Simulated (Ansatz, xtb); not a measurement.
## Relative energy of two conformers of C4H9F2In

Structure X: `CC(C)[CH2][In]([F])[F]`, a singlet. Structure Y: `CC(C)[CH2][In]([F])[F]`, a singlet. Both are isolated molecules in the gas phase, relaxed with PBE0-D4/def2-SVP.

X (Å):

```xyz
16

C    -1.3792   -0.2847    0.6425
C    -0.0156   -0.5619    0.0181
C    -0.0909   -0.4864   -1.5032
C     1.0572    0.3699    0.5748
F    -1.0536    2.8286   -0.9205
F     1.4859    4.1046    0.4835
In    0.5825    2.4136    0.0983
H    -2.1254   -1.0239    0.3137
H    -1.3393   -0.3158    1.7428
H    -1.7498    0.7086    0.3299
H     0.2894   -1.5890    0.2978
H    -0.4586    0.5065   -1.8205
H     0.8903   -0.6648   -1.9707
H    -0.7935   -1.2324   -1.9047
H     2.0546    0.1723    0.1517
H     1.1427    0.3144    1.6714
```

Y (Å):

```xyz
16

C     0.6357    1.7346   -0.5869
C     0.2048    0.6221   -1.5379
C    -1.1004    0.9715   -2.2505
C     0.0588   -0.7212   -0.8215
F     3.3061   -0.0532    0.6129
F     2.2727   -2.9992    1.1095
In    1.8130   -1.2891    0.2779
H     0.7105    2.6986   -1.1125
H    -0.0981    1.8599    0.2276
H     1.6208    1.5270   -0.1359
H     0.9890    0.5157   -2.3096
H    -1.0021    1.9109   -2.8163
H    -1.4015    0.1826   -2.9569
H    -1.9196    1.1029   -1.5241
H    -0.1670   -1.5483   -1.5123
H    -0.7540   -0.6916   -0.0753
```

Which of the two would you expect CCSD(T)/def2-SVP + ΔMP2/def2-TZVPP electronic energies to favour?

Structure X; the calculation gives E(Y) − E(X) = +1.59 kcal/mol.

How the difference moves with the method:

```tsv
level	geometry	E(Y) − E(X) (kcal/mol)	departure from the last row (kcal/mol)	job, with rough time for the two
PBE0-D4/def2-SVP	PBE0-D4/def2-SVP	+1.90	+0.31	optimisation, 3.8 min
HF/def2-SVP	PBE0-D4/def2-SVP	+0.49	−1.10	part of the CCSD(T) run
MP2/def2-SVP	PBE0-D4/def2-SVP	+1.59	0.00	part of the CCSD(T) run
CCSD(T)/def2-SVP	PBE0-D4/def2-SVP	+1.55	−0.04	single point
CCSD(T)/def2-SVP + ΔMP2/def2-TZVPP	PBE0-D4/def2-SVP	+1.59		single point, 5.8 min
```

HF/def2-SVP finds them nearly level. The largest departure from CCSD(T)/def2-SVP + ΔMP2/def2-TZVPP is that of HF/def2-SVP, 1.10 kcal/mol. Levels run at GFN2-xTB geometries aren't shown. The last row adds to CCSD(T) the change of the MP2 difference between the two basis sets, here +0.04 kcal/mol.

With thermal terms from frequencies at re-optimised GFN2-xTB minima (ideal gas, soft modes damped towards free rotors, one conformer each, 298.15 K, 1 atm): the zero-point term adds +0.11 kcal/mol; ΔH is +1.81 and ΔG +1.68 kcal/mol.

The correlated steps freeze 10 core orbitals; the filled d shell of In is correlated, in a basis made for valence electrons. Atoms past krypton carry core potentials in the def2 sets and no spin–orbit term is included. Programs: Ansatz 0.2.0, xtb 6.7.1; the last row on 2 threads of Arm Neoverse V2 on a shared host.
